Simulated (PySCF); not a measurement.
Ionisation of F3H3OSi2

Parent: (F3H3OSi2). Non-hydrogen atoms are numbered in `[Si:1]([F:2])([F:3])([F:4])[O:5][SiH3:6]`.

Energies: B3LYP-D3(BJ)/ma-def2-SVP (PySCF, density fitting, integration grid level 2) on BP86-D3(BJ)/def2-SVP structures. Zero-point and thermal terms (298.15 K, 1 bar) come from unscaled GFN2-xTB harmonic frequencies, with soft modes damped to free rotors in the entropy. These were taken at the GFN2-xTB minima.

Frontier levels of the parent: HOMO -9.57 eV, LUMO -1.08 eV.

Oxidation to the radical cation:
- Vertical ionisation energy (electronic): 12.07 eV
- Adiabatic ionisation energy (with zero-point energy): 11.30 eV
- Adiabatic, electronic part: 11.41 eV
- Vertical gap at the product's structure: 10.51 eV
- Inner reorganisation energy (four-point): 1558 meV
- Relaxation of product / of parent: 653 / 905 meV
- ⟨S²⟩ of the product: 0.760
- Largest spin populations: H (on Si6) 0.34, H (on Si6) 0.33, O5 0.25, Si6 0.08
- Largest changes of atomic charge: H (on Si6) 0.22, H (on Si6) 0.21, Si6 0.17, O5 0.14
- Distances that move most (Å): Si1–O5 1.624 → 1.704; Si6–H 1.496 → 1.570; Si6–H 1.500 → 1.568; O5–Si6 1.690 → 1.631
- Potential in DMF: 8.70 V absolute, 4.25 V against Fc+/Fc computed at 4.45 V (solvation -11 → -261 kJ/mol)

Solvents are IEF-PCM continua (electrostatics only, gas-phase structures); absolute potentials refer to an electron at rest in vacuum. Fc+/Fc in DMF, 4.45 V, is B3LYP-D3(BJ)/ma-def2-SVP on PBE0-D3(BJ)/def2-SVP structures with GFN2-xTB thermal terms (carried over from another solvent by the shift found with PBE0). Benchmark calculations put it near 5.0 V in acetonitrile and DMSO, so it is about 0.6 V low, and the value against it can read up to that much too high.

Known limits: ma-def2-SVP is a small basis, whose errors can reach tens of kJ/mol.
